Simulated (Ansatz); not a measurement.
C2H7Sn (`C[CH2][SnH2]`) radical, 10 atoms. Total charge 0; spin multiplicity 2. Correlated methods include outer-core shells of Sn, which these sets cover unevenly. Sn: def2 effective core potential. All runs use 4 threads of an Arm Neoverse V2 on a shared host. Correlated methods freeze the cores. Open-shell runs search over several starts.

(1) How many basis functions does each run have, and how long does it take in Ansatz? UKS PBE0-D4/def2-TZVPP energy; UKS PBE0-D4/def2-SVP energy; UHF-MP2/def2-QZVPP energy; UKS ωB97X-V/def2-TZVPP energy; UKS PBE0-D4/def2-QZVPP energy; UKS r2SCANh-D4/def2-TZVPP energy; UKS ωB97M-V/def2-SVP energy; UHF-CCSD(T)/def2-SVP energy; UKS B97M-V/def2-TZVPP energy; UKS PBE0-D4/def2-TZVP frequencies; direct RPA on PBE orbitals/def2-TZVPP energy; UKS PBE0-D4/def2-TZVP relaxation (6 steps). (Estimate.)

Answers

(1) The calculation gave: Other jobs shared the machine, so times are rough.

```tsv
level	job	functions	wall time	peak host memory (GiB)
UKS PBE0-D4/def2-SVP	energy	89	1.3 s	0.23
UKS PBE0-D4/def2-TZVPP	energy	210	4 s	0.57
UKS ωB97M-V/def2-SVP	energy	89	5.5 s	0.42
UKS r2SCANh-D4/def2-TZVPP	energy	210	6 s	0.61
direct RPA on PBE orbitals/def2-TZVPP	energy	210	6.5 s	0.64
UKS ωB97X-V/def2-TZVPP	energy	210	9.5 s	0.78
UHF-CCSD(T)/def2-SVP	energy	89	10 s	0.73
UKS B97M-V/def2-TZVPP	energy	210	10 s	0.45
UKS PBE0-D4/def2-QZVPP	energy	406	11 s	1.5
UHF-MP2/def2-QZVPP	energy	406	19 s	2.2
UKS PBE0-D4/def2-TZVP	relaxation (6 steps)	154	19 s	0.41
UKS PBE0-D4/def2-TZVP	frequencies	154	96 s	0.41
```
